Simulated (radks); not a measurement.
Neutral iron inside a hard spherical wall (all orbitals vanish at R), configuration held at [Ar] 3d6 4s2 and not refilled when levels cross. All-electron calculation, non-relativistic Kohn-Sham, PBE, spin-polarised, spherical densities, point nucleus; open shells are filled with parallel spins first. Program: a radial shooting solver on a logarithmic mesh with Libxc functionals. Eigenvalues in eV for spin up, with the zero of energy where the potential of the charges vanishes at infinity; a dash marks a level that is unbound or too diffuse for the functional's potential to be trusted. A positive occupied level is held by the wall or, in an anion where self-interaction has pushed it up, behind a barrier. The pressure on the wall is -dE/dV.

R (bohr),E (hartree),kinetic (hartree),e(3s),e(3p),e(3d),e(4s),"e(4p, empty)","e(5s, empty)",pressure (GPa)
free,-1263.43212,1262.445,-93.487,-61.159,-9.174,-5.525,-1.481,-,0
12,-1263.43209,1262.446,-93.483,-61.154,-9.170,-5.521,-1.457,0.736,0.000647
10,-1263.43177,1262.449,-93.454,-61.126,-9.141,-5.498,-1.379,1.585,0.00964
8,-1263.42860,1262.473,-93.277,-60.949,-8.968,-5.349,-1.041,3.836,0.146
6,-1263.39838,1262.637,-92.372,-60.044,-8.094,-4.474,0.468,10.876,2.49
5,-1263.32558,1262.954,-91.018,-58.697,-6.806,-2.924,2.793,20.005,11.7
4,-1263.07216,1263.903,-87.926,-55.642,-3.876,1.389,8.654,40.495,67.2
3.5,-1262.73568,1265.060,-84.946,-52.716,-1.005,6.369,14.983,60.758,182
